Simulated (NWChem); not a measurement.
System meant: ZrOClF; SMILES [O]=[Zr]([F])[Cl]

Here is an NWChem input.

```
start job
memory heap 200 mb stack 900 mb global 1100 mb
geometry units angstroms noautoz
  Zr     0.023845    -0.265000     0.033750
  O      1.498114    -0.940894    -0.569139
  F     -1.486759    -1.380697    -0.384352
  Cl    -0.060262     2.124078    -0.008221
end
basis spherical
  * library def2-svp
end
ecp
  Zr library def2-ecp
end
dft
  xc xpbe96 cpbe96
  iterations 4
  mulliken
end
task dft energy
```

End of the output:

```
    Atom       Charge   Shell Charges
 -----------   ------   -------------------------------------------------------
    1 Zr  12    12.00   0.00  0.91  0.95  0.27  0.09  5.31  0.99  0.27  2.07  0.89  0.25
    2 O    8     7.89   1.98  0.96  0.69  2.46  1.79  0.02
    3 F    9     9.14   1.98  1.03  0.77  3.21  2.15  0.00
    4 Cl  17    16.96   2.00  1.96  1.04  0.75  5.82  2.29  3.10  0.01

 center of mass
 --------------
 x =  -0.01089971 y =  -0.03324809 z =   0.01444384

 moments of inertia (a.u.)
 ------------------
         791.214906424132           0.000000000000           0.000000000000
           0.000000000000         294.245838565246           0.000000000000
           0.000000000000           0.000000000000        1048.732730368796

     Multipole analysis of the density
     ---------------------------------

     L   x y z        total         alpha         beta         nuclear
     -   - - -        -----         -----         ----         -------
     0   0 0 0      0.000000    -23.000000    -23.000000     46.000000

     1   1 0 0      0.216963      1.737869      1.737869     -3.258774
     1   0 1 0     -0.422636     -8.771981     -8.771981     17.121325
     1   0 0 1      0.967959      4.655084      4.655084     -8.342208

     2   2 0 0    -36.172757    -85.238422    -85.238422    134.304087
     2   1 1 0     -0.662302      0.016837      0.016837     -0.695976
     2   1 0 1      0.396457      1.084308      1.084308     -1.772159
     2   0 2 0    -38.595365   -200.549388   -200.549388    362.503412
     2   0 1 1     -1.390282     -3.512329     -3.512329      5.634375
     2   0 0 2    -28.641890    -17.396496    -17.396496      6.151102

 ------------------------------------------------------------------------
 dft energy failed                                                                                  0
 ------------------------------------------------------------------------
 ------------------------------------------------------------------------
  current input line :
    20: task dft energy
 ------------------------------------------------------------------------
 ------------------------------------------------------------------------
 This type of error is most commonly associated with calculations not reaching convergence criteria
 ------------------------------------------------------------------------
 For more information see the NWChem manual at https://nwchemgit.github.io

0:dft energy failed:Received an Error in Communication
```

Question: What is wrong, and how is it mended?

Answer: Convergence was not reached. Cause: the SCF was allowed too few iterations. This input runs:
```
start job
memory heap 200 mb stack 900 mb global 1100 mb
geometry units angstroms noautoz
  Zr     0.023845    -0.265000     0.033750
  O      1.498114    -0.940894    -0.569139
  F     -1.486759    -1.380697    -0.384352
  Cl    -0.060262     2.124078    -0.008221
end
basis spherical
  Zr library def2-svp
  O library def2-svp
  F library def2-svp
  Cl library def2-svp
end
ecp
  Zr library def2-ecp
end
dft
  xc xpbe96 cpbe96
  iterations 150
  mulliken
end
task dft energy
```
It converges to -681.89738 Ha (PBE/def2-SVP with def2 effective core potentials on Zr).
